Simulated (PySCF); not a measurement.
Simulation results for AlBH3NO, CH5Al2N, AlH2NO, BFHO

Computed with PySCF 2.14.0. Calculation on a computer-drawn molecule: optimised geometry and harmonic frequencies of an isolated molecule of the commonest isotopes, restricted reference for singlets and unrestricted otherwise, frozen core in MP2.

Common to all runs: multiplicity 1.

```yaml
- entry: 1
  formula: AlBH3NO
  start_structure:
    atoms_angstrom:
      - ["N", -0.0544, 3.2401, 0.2311]
      - [Al, 1.2268, 2.3773, 0.6459]
      - [B, 2.9371, 1.232, 1.2828]
      - [O, 3.6677, 0.6318, 0.3285]
      - [H, -0.843, 3.7693, -0.0505]
      - [H, 3.2411, 1.1229, 2.4421]
      - [H, 4.4089, 0.1399, 0.655]
  given:
    charge: 0
    method: MP2
    basis: "cc-pV(D+d)Z"
    drawn_bonds_atom: [1, 2, 3, 1, 3, 4]
    drawn_bonds_other_atom: [2, 3, 4, 5, 6, 7]
    drawn_bonds_order: [2, 1, 1, 1, 1, 1]
  results:
    optimised_atom_element: ["N", Al, B, O, H, H, H]
    "optimised_atom_x [angstrom]": [-0.08859, 1.253, 2.94, 3.705, -0.8765, 3.211, 4.44]
    "optimised_atom_y [angstrom]": [3.272, 2.35, 1.227, 0.604, 3.794, 1.142, 0.1248]
    "optimised_atom_z [angstrom]": [0.3138, 0.5503, 1.249, 0.3124, -0.04235, 2.425, 0.7268]
    "modes_frequency [cm^-1]": [59.68, 65.03, 243.4, 401.4, 416.4, 533.0, 597.0, 897.2, 1009, 1080, 1198, 1339, 2624, 3752, 3813]
    "modes_reduced_mass [dalton]": [10.48, 9.414, 4.677, 1.343, 1.078, 2.946, 1.252, 1.305, 1.018, 8.227, 1.65, 4.47, 1.094, 1.085, 1.066]
    "rotational_constants [GHz]": [50.77, 2.314, 2.213]
    "total_energy [hartree]": -398.1569
    "convergence_status_largest_gradient_component [hartree/bohr]": 2.847e-05
- entry: 2
  formula: CH5Al2N
  start_structure:
    atoms_angstrom:
      - ["N", 0.2662, 3.3501, -2.2106]
      - [Al, -0.3095, 1.7625, -1.7672]
      - [C, -0.9798, -0.0922, -1.2162]
      - [Al, -2.8707, 0.3596, -1.4066]
      - [H, -0.4967, 3.8146, -2.74]
      - [H, -0.6252, -0.8492, -1.9232]
      - [H, -0.5792, -0.3473, -0.1536]
      - [H, -3.4169, 0.9628, -2.7055]
      - [H, -4.053, 0.1719, -0.2925]
  given:
    charge: 0
    method: HF
    basis: "cc-pV(D+d)Z"
    drawn_bonds_atom: [1, 2, 3, 1, 3, 3, 4, 4]
    drawn_bonds_other_atom: [2, 3, 4, 5, 6, 7, 8, 9]
    drawn_bonds_order: [2, 1, 1, 1, 1, 1, 1, 1]
  results:
    optimised_atom_element: ["N", Al, C, Al, H, H, H, H, H]
    "optimised_atom_x [angstrom]": [0.2139, -0.3477, -1.153, -3.112, 0.6173, -0.7586, -0.7565, -3.886, -3.882]
    "optimised_atom_y [angstrom]": [3.332, 1.882, 0.1782, 0.07879, 4.21, -0.5283, -0.1039, -0.2871, 0.3704]
    "optimised_atom_z [angstrom]": [-2.173, -1.816, -1.397, -1.37, -2.389, -2.139, -0.4124, -2.696, -0.02231]
    "modes_frequency [cm^-1]": [87.72, 105.7, 166.4, 225.4, 424.4, 479.3, 480.4, 524.5, 659.8, 688.1, 713.3, 841.5, 948.8, 953.0, 1255, 1462, 1997, 1999, 3145, 3208, 4003]
    "modes_reduced_mass [dalton]": [6.004, 1.101, 4.443, 8.801, 1.053, 1.199, 1.107, 2.712, 1.408, 1.512, 2.586, 1.073, 1.038, 1.542, 9.51, 1.093, 1.061, 1.024, 1.056, 1.102, 1.087]
    "rotational_constants [GHz]": [16.5, 1.738, 1.627]
    "total_energy [hartree]": -579.0198
    "convergence_status_largest_gradient_component [hartree/bohr]": 2.585e-05
- entry: 3
  formula: AlH2NO
  start_structure:
    atoms_angstrom:
      - ["N", 0.6452, -0.5552, -1.3032]
      - [Al, -0.3051, 0.3552, -2.4788]
      - [O, -1.0496, 1.2838, -3.509]
      - [H, 1.5196, -0.058, -1.126]
      - [H, -1.5875, 1.7947, -4.1585]
  given:
    charge: 0
    method: HF
    basis: "cc-pV(D+d)Z"
    drawn_bonds_atom: [1, 2, 1, 3]
    drawn_bonds_other_atom: [2, 3, 4, 5]
    drawn_bonds_order: [2, 1, 1, 1]
  results:
    "total_energy [hartree]": null
- entry: 4
  formula: BFHO
  start_structure:
    atoms_angstrom:
      - [O, 1.9375, 0.7175, 1.4292]
      - [B, 1.4666, 0.0263, 0.4668]
      - [F, 2.2549, -0.3506, -0.6907]
      - [H, 0.3701, -0.3127, 0.1902]
  given:
    charge: -1
    method: HF
    basis: aug-cc-pVDZ
    drawn_bonds_atom: [1, 2, 2]
    drawn_bonds_other_atom: [2, 3, 4]
    drawn_bonds_order: [1, 1, 1]
  results:
    "rotational_constants [GHz]": null
```

Questions
1. Give the missing total energy for AlH2NO (entry 3).
2. Estimate the rotational constants of BFHO (entry 4).

Calculated values
1. -372.3922 hartree
2. 83.12, 10.17, 9.059 GHz

Further results for AlH2NO (entry 3):

* rotational constants: 1185, 5.543, 5.517 GHz
* convergence status largest gradient component: 1.575e-05 hartree/bohr

Optimised structure:
```xyz
5
AlH2NO
N      0.7656    -0.1704    -1.4983
Al    -0.0801     0.6761    -2.5395
O     -0.9964     1.5302    -3.6287
H      1.3596    -0.6271    -0.8526
H     -1.8261     1.4117    -4.0566
```

Modes:
```csv
frequency (cm⁻¹),reduced mass (dalton)
160.5,7.347
178,9.951
391.5,1.071
399.4,1.14
471.6,1.372
839,5.192
1325,9.954
4013,1.087
4252,1.069
```

Further results for BFHO (entry 4):

* total energy: -199.7043 hartree
* convergence status largest gradient component: 1.671e-05 hartree/bohr

Optimised structure:
```xyz
4
BFHO
O      1.9286     0.6961     1.4272
B      1.4882     0.0594     0.4303
F      2.2834    -0.3536    -0.6838
H      0.3289    -0.3214     0.2218
```

Modes:
```csv
frequency (cm⁻¹),reduced mass (dalton)
564.9,12.73
916,9.018
971.2,1.793
1175,1.113
1653,8.546
2394,1.092
```
